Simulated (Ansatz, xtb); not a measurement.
Two isomers of C6H5BCl2

Structure X is `C=C1C=CC=C1B(Cl)Cl`, a singlet and structure Y is `ClBc1ccc(Cl)cc1`, a singlet. Both are isolated molecules in the gas phase, relaxed with PBE0-D3(BJ)/def2-SVP; the shapes shown needn't be the lowest conformers.

X (Å):

```xyz
14

C    -0.7003    2.5208   -1.2381
C    -0.6600    1.5156   -0.3432
C    -1.7253    1.2258    0.6176
C    -1.3539    0.1500    1.3614
C    -0.0482   -0.2858    0.9089
C     0.4061    0.5109   -0.1180
B     1.7494    0.3067   -0.8087
Cl    2.3340    1.3265   -2.1270
Cl    2.8227   -1.0028   -0.3085
H    -1.5677    3.1853   -1.2812
H     0.1185    2.7002   -1.9369
H    -2.6506    1.7972    0.6974
H    -1.9272   -0.3166    2.1629
H     0.5035   -1.1313    1.3236
```

Y (Å):

```xyz
14

C    -0.2967    0.2215    0.0654
C    -0.0355    1.0655   -1.0304
C     1.2600    1.4179   -1.3812
C     2.3257    0.9206   -0.6257
C     2.1079    0.0813    0.4678
C     0.8024   -0.2591    0.8018
B    -1.7189   -0.1935    0.4877
Cl   -3.1339    0.3689   -0.3862
Cl    3.9417    1.3536   -1.0545
H    -1.9140   -0.9184    1.4316
H    -0.8750    1.4499   -1.6158
H     1.4607    2.0722   -2.2310
H     2.9579   -0.2927    1.0404
H     0.6262   -0.9163    1.6576
```

Problem. Estimate E(Y) − E(X) at the level CCSD(T)/def2-SVP + ΔMP2/def2-TZVPP.

Solution. Calculated at CCSD(T)/def2-SVP + ΔMP2/def2-TZVPP: E(Y) − E(X) = +4.0 kcal/mol, so structure X lies lower.

The same difference at several levels:

```csv
level,geometry,E(Y) − E(X) (kcal/mol),departure from the last row (kcal/mol),"job, with rough time for the two"
GFN2-xTB,GFN2-xTB,−13.2,−17.2,"optimisation, 0.24 s"
HF/STO-3G,GFN2-xTB,−7.4,−11.4,"single point, 0.58 s"
r2SCAN-D4/def2-SVP,GFN2-xTB,+4.5,+0.5,"single point, 5.3 s"
PBE0-D3(BJ)/def2-SVP,PBE0-D3(BJ)/def2-SVP,+3.9,−0.1,"optimisation, 43 s"
HF/def2-SVP,PBE0-D3(BJ)/def2-SVP,+3.4,−0.7,part of the CCSD(T) run
MP2/def2-SVP,PBE0-D3(BJ)/def2-SVP,+3.7,−0.3,part of the CCSD(T) run
CCSD(T)/def2-SVP,PBE0-D3(BJ)/def2-SVP,+6.5,+2.5,single point
CCSD(T)/def2-SVP + ΔMP2/def2-TZVPP,PBE0-D3(BJ)/def2-SVP,+4.0,,"single point, 2.2 min"
```

As drawn, Y has 6 C∷C, 1 C–Cl, 1 B–H in place of 3 C=C, 3 C–C, 1 B–Cl, 1 C–H (∷ is an aromatic bond). Structure X has a 5-membered ring, Y a 6-membered ring (with an aromatic ring).

GFN2-xTB, HF/STO-3G put the two in the other order. The largest departure from CCSD(T)/def2-SVP + ΔMP2/def2-TZVPP is that of GFN2-xTB, 17.2 kcal/mol. The last row adds to CCSD(T) the change of the MP2 difference between the two basis sets, here −2.5 kcal/mol.

With thermal terms from frequencies at re-optimised GFN2-xTB minima (ideal gas, soft modes damped towards free rotors, one conformer each, 298.15 K, 1 atm): on the last row, ΔE + ΔZPE = +4.0, ΔH = +3.7, ΔG = +4.2 kcal/mol.

The correlated steps freeze 17 core orbitals. Run with Ansatz 0.2.0, xtb 6.7.1; the last row on 4 threads of Arm Neoverse V1 on a shared host.
